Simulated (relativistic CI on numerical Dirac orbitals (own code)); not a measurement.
Computed by Dirac-Coulomb-Breit CI, orbitals from a KLI potential per configuration, model QED (radiative potential, 1s self-energy scaled to tabulated hydrogen-like ionisation energies), unscaled Slater integrals (own radial code, finite nucleus).

Configurations in the expansion (outside the closed core [Ne]): 3s2 3p6 3d5, 3s2 3p5 3d6, 3s2 3p4 3d7, 3s 3p6 3d6, 3p6 3d7, 3s 3p5 3d7, 3s2 3p6 3d4 4s, 3s2 3p6 3d4 4p, 3s2 3p4 3d6 4s, 3s2 3p6 3d4 4d, 3s2 3p4 3d6 4p, 3s2 3p5 3d5 4s, 3s2 3p6 3d4 4f, 3s 3p5 3d6 4s, 3s2 3p5 3d5 4p, 3s 3p5 3d6 4p, 3s2 3p6 3d3 4s2, 3s 3p6 3d5 4s, 3s2 3p6 3d3 4s 4p, 3p6 3d6 4p. Levels of other configurations are missing.

At this charge energies of transitions that change n are usually good to better than 1 %, and those within a shell (Δn = 0) to a few per cent.

Outline of the computed level scheme of Hg LVIII. Lowest level of each configuration: 3s2 3p6 3d5 2D_5/2 at 0.000 eV; 3s2 3p5 3d6 4G°_11/2 at 441.178 eV.

Some strong electric-dipole decays among the lowest 45 levels: 3s2 3p5 3d6 2D°_5/2 → 3s2 3p6 3d5 2D_5/2 (2.5e+12 s⁻¹); 3s2 3p5 3d6 4D°_7/2 → 3s2 3p6 3d5 2D_5/2 (7.9e+11 s⁻¹); 3s2 3p5 3d6 4D°_7/2 → 3s2 3p6 3d5 2D_5/2 (1.8e+11 s⁻¹); 3s2 3p5 3d6 2P°_1/2 → 3s2 3p6 3d5 4D_3/2 (1.7e+10 s⁻¹); 3s2 3p5 3d6 4G°_11/2 → 3s2 3p6 3d5 2H_11/2 (1.4e+10 s⁻¹); 3s2 3p5 3d6 4D°_7/2 → 3s2 3p6 3d5 2G_9/2 (1.3e+10 s⁻¹); 3s2 3p5 3d6 4F°_9/2 → 3s2 3p6 3d5 4G_7/2 (1.2e+10 s⁻¹); 3s2 3p5 3d6 4G°_11/2 → 3s2 3p6 3d5 2G_9/2 (1.0e+10 s⁻¹).

LS names give the leading component of a level, which can be under half, so a name can repeat, a term be missing and a line seem to break the LS rules.
